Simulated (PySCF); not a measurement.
TaBr3, SMILES [Br][Ta]([Br])[Br] (connectivity only; charge and spin as stated), neutral, multiplicity 3.

Geometry: PBE0-D3(BJ)/def2-SVP. The multiplicity is an assumed one; other spin states were not compared. The def2 effective core potentials stand for the cores of Ta; spin–orbit coupling is left out.

Two levels are set side by side: PBE/def2-TZVP (PySCF) and ωB97X/def2-TZVP (PySCF). Same geometry, gas phase. Differences are taken from unrounded values.

```
quantity                     ωB97X    PBE  PBE minus ωB97X
---------------------------  -----  -----  ---------------
α-spin orbital gap (eV)       7.18   0.30            -6.88
β-spin orbital gap (eV)       9.02   4.25            -4.77
dipole moment (D)             1.04   0.97            -0.08
mean polarisability (bohr³)  106.8  115.2              8.4
```

PBE's more diffuse valence density responds more strongly to a field. Differences between two approximate levels are no errors against the true value.

Rough cost on one machine, each run with all the roots and properties that it gave: ωB97X against PBE within a factor of 2.
